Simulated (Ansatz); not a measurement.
A short molecular-dynamics run on boron trichloride.

```yaml
crystal:
  periodic: [false, false, false]
  atoms:
    - {symbol: Cl, position_ang: [-0.243962, 0.501441, 1.633334]}
    - {symbol: B, position_ang: [0.014070, -0.014994, -0.005090]}
    - {symbol: Cl, position_ang: [0.956455, -1.437920, -0.329226]}
    - {symbol: Cl, position_ang: [-0.671065, 0.891174, -1.319316]}
basis:
  gaussian: {orbitals: def2-SVP}
hamiltonian: {xc: {name: r2SCAN}, dispersion: rvv10}
md: {timestep: 0.5 fs, n_steps: 30, ensemble: nvt_nose_hoover, temperature: 1500, initial_velocities: maxwell_boltzmann, seed: 585}
```

```sh
$ ansatz run in.yaml --threads 2 --pin off --events-out ev --progress --plain --max-ram 31744MiB --backend cpu
```

```json
{"step": "0", "time (fs)": "0.0", "potential energy (eV)": "-38230.3298", "kinetic (eV)": "0.3878", "T (K)": "1500", "conserved (eV)": "-38229.9420"}
{"step": "1", "time (fs)": "0.5", "potential energy (eV)": "-38230.3319", "kinetic (eV)": "0.3899", "T (K)": "1508", "conserved (eV)": "-38229.9420"}
{"step": "2", "time (fs)": "1.0", "potential energy (eV)": "-38230.3319", "kinetic (eV)": "0.3899", "T (K)": "1508", "conserved (eV)": "-38229.9420"}
{"step": "3", "time (fs)": "1.5", "potential energy (eV)": "-38230.3300", "kinetic (eV)": "0.3880", "T (K)": "1501", "conserved (eV)": "-38229.9420"}
{"step": "4", "time (fs)": "2.0", "potential energy (eV)": "-38230.3263", "kinetic (eV)": "0.3843", "T (K)": "1487", "conserved (eV)": "-38229.9420"}
{"step": "5", "time (fs)": "2.5", "potential energy (eV)": "-38230.3209", "kinetic (eV)": "0.3789", "T (K)": "1466", "conserved (eV)": "-38229.9419"}
{"step": "6", "time (fs)": "3.0", "potential energy (eV)": "-38230.3140", "kinetic (eV)": "0.3720", "T (K)": "1439", "conserved (eV)": "-38229.9419"}
{"step": "7", "time (fs)": "3.5", "potential energy (eV)": "-38230.3057", "kinetic (eV)": "0.3638", "T (K)": "1407", "conserved (eV)": "-38229.9419"}
{"step": "8", "time (fs)": "4.0", "potential energy (eV)": "-38230.2963", "kinetic (eV)": "0.3544", "T (K)": "1371", "conserved (eV)": "-38229.9419"}
{"step": "9", "time (fs)": "4.5", "potential energy (eV)": "-38230.2858", "kinetic (eV)": "0.3439", "T (K)": "1330", "conserved (eV)": "-38229.9419"}
{"step": "10", "time (fs)": "5.0", "potential energy (eV)": "-38230.2745", "kinetic (eV)": "0.3326", "T (K)": "1287", "conserved (eV)": "-38229.9419"}
{"step": "11", "time (fs)": "5.5", "potential energy (eV)": "-38230.2625", "kinetic (eV)": "0.3207", "T (K)": "1240", "conserved (eV)": "-38229.9419"}
{"step": "12", "time (fs)": "6.0", "potential energy (eV)": "-38230.2500", "kinetic (eV)": "0.3081", "T (K)": "1192", "conserved (eV)": "-38229.9419"}
{"step": "13", "time (fs)": "6.5", "potential energy (eV)": "-38230.2370", "kinetic (eV)": "0.2952", "T (K)": "1142", "conserved (eV)": "-38229.9419"}
{"step": "14", "time (fs)": "7.0", "potential energy (eV)": "-38230.2237", "kinetic (eV)": "0.2819", "T (K)": "1090", "conserved (eV)": "-38229.9419"}
{"step": "15", "time (fs)": "7.5", "potential energy (eV)": "-38230.2102", "kinetic (eV)": "0.2685", "T (K)": "1039", "conserved (eV)": "-38229.9418"}
{"step": "16", "time (fs)": "8.0", "potential energy (eV)": "-38230.1967", "kinetic (eV)": "0.2550", "T (K)": "986", "conserved (eV)": "-38229.9418"}
{"step": "17", "time (fs)": "8.5", "potential energy (eV)": "-38230.1832", "kinetic (eV)": "0.2415", "T (K)": "934", "conserved (eV)": "-38229.9418"}
{"step": "18", "time (fs)": "9.0", "potential energy (eV)": "-38230.1698", "kinetic (eV)": "0.2281", "T (K)": "882", "conserved (eV)": "-38229.9418"}
{"step": "19", "time (fs)": "9.5", "potential energy (eV)": "-38230.1565", "kinetic (eV)": "0.2149", "T (K)": "831", "conserved (eV)": "-38229.9418"}
{"step": "20", "time (fs)": "10.0", "potential energy (eV)": "-38230.1435", "kinetic (eV)": "0.2019", "T (K)": "781", "conserved (eV)": "-38229.9418"}
{"step": "21", "time (fs)": "10.5", "potential energy (eV)": "-38230.1308", "kinetic (eV)": "0.1892", "T (K)": "732", "conserved (eV)": "-38229.9418"}
{"step": "22", "time (fs)": "11.0", "potential energy (eV)": "-38230.1184", "kinetic (eV)": "0.1769", "T (K)": "684", "conserved (eV)": "-38229.9418"}
{"step": "23", "time (fs)": "11.5", "potential energy (eV)": "-38230.1064", "kinetic (eV)": "0.1649", "T (K)": "638", "conserved (eV)": "-38229.9418"}
{"step": "24", "time (fs)": "12.0", "potential energy (eV)": "-38230.0948", "kinetic (eV)": "0.1534", "T (K)": "593", "conserved (eV)": "-38229.9418"}
{"step": "25", "time (fs)": "12.5", "potential energy (eV)": "-38230.0837", "kinetic (eV)": "0.1423", "T (K)": "551", "conserved (eV)": "-38229.9418"}
{"step": "26", "time (fs)": "13.0", "potential energy (eV)": "-38230.0731", "kinetic (eV)": "0.1318", "T (K)": "510", "conserved (eV)": "-38229.9418"}
{"step": "27", "time (fs)": "13.5", "potential energy (eV)": "-38230.0630", "kinetic (eV)": "0.1217", "T (K)": "471", "conserved (eV)": "-38229.9418"}
{"step": "28", "time (fs)": "14.0", "potential energy (eV)": "-38230.0534", "kinetic (eV)": "0.1122", "T (K)": "434", "conserved (eV)": "-38229.9418"}
{"step": "29", "time (fs)": "14.5", "potential energy (eV)": "-38230.0444", "kinetic (eV)": "0.1032", "T (K)": "399", "conserved (eV)": "-38229.9418"}
{"step": "30", "time (fs)": "15.0", "potential energy (eV)": "-38230.0359", "kinetic (eV)": "0.0948", "T (K)": "367", "conserved (eV)": "-38229.9418"}
```

Velocities are drawn at the set temperature; a run this short doesn't reach equilibrium.

Frames (Å, forces in eV/Å):

```xyz
4
time=0.0 fs
Cl   -0.244    0.501    1.633   -0.041    0.084    0.268
B     0.014   -0.015   -0.005   -0.002   -0.001    0.000
Cl    0.956   -1.438   -0.329    0.154   -0.231   -0.053
Cl   -0.671    0.891   -1.319   -0.111    0.148   -0.215
4
time=0.5 fs
Cl   -0.245    0.503    1.636   -0.027    0.069    0.216
B     0.014   -0.011   -0.003    0.066   -0.139   -0.049
Cl    0.959   -1.442   -0.331    0.044   -0.053   -0.004
Cl   -0.672    0.892   -1.321   -0.083    0.122   -0.163
4
time=1.0 fs
Cl   -0.247    0.505    1.640   -0.012    0.055    0.164
B     0.015   -0.007   -0.002    0.127   -0.269   -0.097
Cl    0.961   -1.446   -0.333   -0.060    0.118    0.043
Cl   -0.673    0.894   -1.323   -0.055    0.096   -0.110
4
time=1.5 fs
Cl   -0.248    0.507    1.643    0.003    0.040    0.112
B     0.015   -0.003    0.000    0.183   -0.391   -0.143
Cl    0.964   -1.450   -0.335   -0.159    0.281    0.088
Cl   -0.675    0.895   -1.325   -0.027    0.071   -0.057
4
time=2.0 fs
Cl   -0.249    0.508    1.646    0.018    0.025    0.058
B     0.015    0.001    0.002    0.232   -0.504   -0.186
Cl    0.966   -1.455   -0.337   -0.252    0.435    0.131
Cl   -0.676    0.896   -1.326    0.001    0.044   -0.004
4
time=2.5 fs
Cl   -0.250    0.510    1.649    0.033    0.010    0.004
B     0.015    0.005    0.003    0.276   -0.608   -0.226
Cl    0.969   -1.459   -0.338   -0.338    0.581    0.173
Cl   -0.677    0.897   -1.328    0.030    0.018    0.049
4
time=3.0 fs
Cl   -0.252    0.512    1.652    0.048   -0.006   -0.051
B     0.016    0.009    0.005    0.312   -0.703   -0.264
Cl    0.971   -1.463   -0.340   -0.419    0.718    0.212
Cl   -0.678    0.898   -1.330    0.059   -0.009    0.103
4
time=3.5 fs
Cl   -0.253    0.514    1.655    0.063   -0.022   -0.108
B     0.016    0.012    0.006    0.343   -0.789   -0.298
Cl    0.973   -1.467   -0.342   -0.494    0.847    0.249
Cl   -0.679    0.900   -1.332    0.088   -0.036    0.157
4
time=4.0 fs
Cl   -0.254    0.515    1.658    0.079   -0.039   -0.166
B     0.017    0.016    0.007    0.368   -0.865   -0.329
Cl    0.976   -1.471   -0.344   -0.564    0.967    0.285
Cl   -0.681    0.901   -1.333    0.117   -0.063    0.211
4
time=4.5 fs
Cl   -0.256    0.517    1.661    0.095   -0.056   -0.225
B     0.018    0.019    0.009    0.387   -0.933   -0.357
Cl    0.978   -1.475   -0.346   -0.629    1.080    0.318
Cl   -0.682    0.902   -1.335    0.147   -0.091    0.264
4
time=5.0 fs
Cl   -0.257    0.519    1.664    0.111   -0.074   -0.286
B     0.018    0.022    0.010    0.400   -0.992   -0.381
Cl    0.980   -1.479   -0.347   -0.688    1.185    0.349
Cl   -0.683    0.903   -1.337    0.177   -0.119    0.318
4
time=5.5 fs
Cl   -0.258    0.521    1.667    0.128   -0.093   -0.348
B     0.019    0.025    0.011    0.409   -1.043   -0.402
Cl    0.982   -1.482   -0.349   -0.743    1.283    0.379
Cl   -0.684    0.904   -1.338    0.207   -0.147    0.371
4
time=6.0 fs
Cl   -0.259    0.522    1.670    0.145   -0.112   -0.411
B     0.020    0.027    0.012    0.412   -1.086   -0.419
Cl    0.984   -1.486   -0.351   -0.793    1.374    0.407
Cl   -0.685    0.906   -1.340    0.237   -0.176    0.424
4
time=6.5 fs
Cl   -0.261    0.524    1.673    0.162   -0.132   -0.476
B     0.021    0.030    0.013    0.411   -1.121   -0.433
Cl    0.986   -1.490   -0.353   -0.839    1.458    0.433
Cl   -0.686    0.907   -1.342    0.267   -0.205    0.476
4
time=7.0 fs
Cl   -0.262    0.526    1.676    0.180   -0.153   -0.541
B     0.022    0.032    0.014    0.405   -1.149   -0.443
Cl    0.988   -1.493   -0.354   -0.881    1.535    0.457
Cl   -0.688    0.908   -1.343    0.297   -0.234    0.527
4
time=7.5 fs
Cl   -0.263    0.528    1.679    0.198   -0.174   -0.608
B     0.023    0.033    0.015    0.395   -1.170   -0.450
Cl    0.990   -1.497   -0.356   -0.919    1.606    0.479
Cl   -0.689    0.909   -1.345    0.326   -0.263    0.578
4
time=8.0 fs
Cl   -0.264    0.529    1.682    0.216   -0.196   -0.675
B     0.024    0.035    0.016    0.382   -1.184   -0.454
Cl    0.992   -1.500   -0.357   -0.954    1.671    0.500
Cl   -0.690    0.910   -1.346    0.356   -0.292    0.628
4
time=8.5 fs
Cl   -0.266    0.531    1.685    0.234   -0.218   -0.742
B     0.026    0.036    0.016    0.365   -1.192   -0.454
Cl    0.994   -1.503   -0.359   -0.985    1.731    0.520
Cl   -0.691    0.911   -1.348    0.386   -0.321    0.677
4
time=9.0 fs
Cl   -0.267    0.533    1.688    0.253   -0.241   -0.810
B     0.027    0.037    0.017    0.345   -1.194   -0.452
Cl    0.996   -1.506   -0.360   -1.013    1.786    0.538
Cl   -0.692    0.912   -1.349    0.415   -0.350    0.725
4
time=9.5 fs
Cl   -0.268    0.534    1.691    0.272   -0.264   -0.878
B     0.029    0.038    0.017    0.322   -1.191   -0.447
Cl    0.998   -1.509   -0.362   -1.039    1.835    0.555
Cl   -0.693    0.913   -1.351    0.444   -0.380    0.771
4
time=10.0 fs
Cl   -0.269    0.536    1.693    0.291   -0.288   -0.946
B     0.030    0.038    0.017    0.297   -1.183   -0.440
Cl    0.999   -1.512   -0.363   -1.061    1.880    0.570
Cl   -0.694    0.914   -1.352    0.473   -0.409    0.816
4
time=10.5 fs
Cl   -0.270    0.537    1.696    0.310   -0.313   -1.014
B     0.032    0.038    0.017    0.270   -1.170   -0.430
Cl    1.001   -1.514   -0.365   -1.081    1.920    0.584
Cl   -0.695    0.915   -1.353    0.501   -0.438    0.860
4
time=11.0 fs
Cl   -0.271    0.539    1.699    0.330   -0.337   -1.081
B     0.034    0.038    0.018    0.240   -1.152   -0.418
Cl    1.002   -1.517   -0.366   -1.098    1.956    0.597
Cl   -0.696    0.916   -1.355    0.529   -0.466    0.902
4
time=11.5 fs
Cl   -0.272    0.541    1.701    0.349   -0.363   -1.148
B     0.036    0.038    0.017    0.209   -1.130   -0.404
Cl    1.004   -1.519   -0.367   -1.114    1.987    0.609
Cl   -0.696    0.917   -1.356    0.556   -0.495    0.943
4
time=12.0 fs
Cl   -0.274    0.542    1.703    0.368   -0.388   -1.213
B     0.037    0.038    0.017    0.176   -1.103   -0.388
Cl    1.005   -1.522   -0.369   -1.126    2.015    0.619
Cl   -0.697    0.918   -1.357    0.582   -0.523    0.982
4
time=12.5 fs
Cl   -0.275    0.544    1.706    0.387   -0.414   -1.278
B     0.039    0.037    0.017    0.142   -1.073   -0.370
Cl    1.006   -1.524   -0.370   -1.137    2.038    0.629
Cl   -0.698    0.919   -1.358    0.608   -0.551    1.020
4
time=13.0 fs
Cl   -0.276    0.545    1.708    0.406   -0.439   -1.341
B     0.041    0.036    0.017    0.106   -1.040   -0.351
Cl    1.008   -1.526   -0.371   -1.146    2.058    0.637
Cl   -0.699    0.920   -1.359    0.634   -0.579    1.055
4
time=13.5 fs
Cl   -0.277    0.547    1.710    0.425   -0.465   -1.402
B     0.043    0.034    0.017    0.070   -1.002   -0.331
Cl    1.009   -1.528   -0.372   -1.153    2.074    0.645
Cl   -0.699    0.921   -1.360    0.658   -0.606    1.089
4
time=14.0 fs
Cl   -0.277    0.548    1.712    0.443   -0.491   -1.462
B     0.045    0.033    0.016    0.032   -0.962   -0.310
Cl    1.010   -1.529   -0.373   -1.158    2.086    0.651
Cl   -0.700    0.921   -1.361    0.682   -0.633    1.121
4
time=14.5 fs
Cl   -0.278    0.549    1.714    0.462   -0.517   -1.520
B     0.047    0.031    0.016   -0.006   -0.918   -0.288
Cl    1.011   -1.531   -0.374   -1.161    2.095    0.656
Cl   -0.701    0.922   -1.361    0.705   -0.660    1.151
4
time=15.0 fs
Cl   -0.279    0.551    1.716    0.479   -0.543   -1.576
B     0.049    0.029    0.015   -0.044   -0.872   -0.264
Cl    1.011   -1.532   -0.375   -1.162    2.100    0.661
Cl   -0.701    0.923   -1.362    0.727   -0.685    1.179
```

It took 54 s on 2 threads of an AMD EPYC 7R13 on a shared host, with 0.33 GiB of host memory at the peak.
